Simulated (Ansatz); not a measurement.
Ideal-gas functions of C2H3F3Sn, SMILES `C=[CH][Sn]([F])([F])[F]` at 600 K and 1 bar, from an Ansatz frequency run at PBE0-D4/def2-TZVP.

Molar mass 202.75 g/mol, point group Cs (symmetry number 1), electronic degeneracy 1, moments of inertia 172.012, 305.112, 309.574 u Å². Harmonic wavenumbers (cm⁻¹, unscaled): 57, 92, 117, 172, 179, 195, 293, 494, 558, 644, 650, 653, 1009, 1013, 1032, 1263, 1437, 1663, 3141, 3199, 3231.

Use S(trans) = R[1.5 ln M + 2.5 ln T − 1.1517]; rotational temperatures θ = 24.2544 K / I; S(rot) = R[ln(√π/σ · √(T³/θAθBθC)) + 1.5]; for each mode x = 1.438777 ν̃/T, S = R[x/(eˣ − 1) − ln(1 − e⁻ˣ)] and H = RT x/(eˣ − 1); 1 cm⁻¹ = 0.0119627 kJ/mol; R = 8.31446 J/(mol·K).

Question: By hand: the entropy, in J/(mol·K).

Answer: Translation 189.6. Rotation: θ = 0.141, 0.0795, 0.0783 K, giving 126.3. Vibration, mode by mode: 24.87, 20.90, 18.91, 15.74, 15.41, 14.71, 11.42, 7.38, 6.49, 5.48, 5.42, 5.39, 2.74, 2.72, 2.62, 1.69, 1.21, 0.78, 0.04, 0.03, 0.03, in all 164.0. Electronic 0.0. Sum 479.9 J/(mol·K).

Question: By hand: H − E and G − E in kJ/mol, counted from the electronic energy.

Answer: Zero-point energy ½ × 21092 × 0.0119627 = 126.2; thermal vibration 45.3; translation, rotation and pV give 4 RT = 20.0. H − E = 191.5 kJ/mol, and G − E = 191.5 − 600 × 479.9/1000 = -96.4 kJ/mol.

Vibration gives 34 % of the entropy, 64.7 J/(mol·K) of it from the modes under 150 cm⁻¹: soft modes count most, and the harmonic formula is weakest for them. The sum counts one conformer and one mirror image; others add a mixing term.
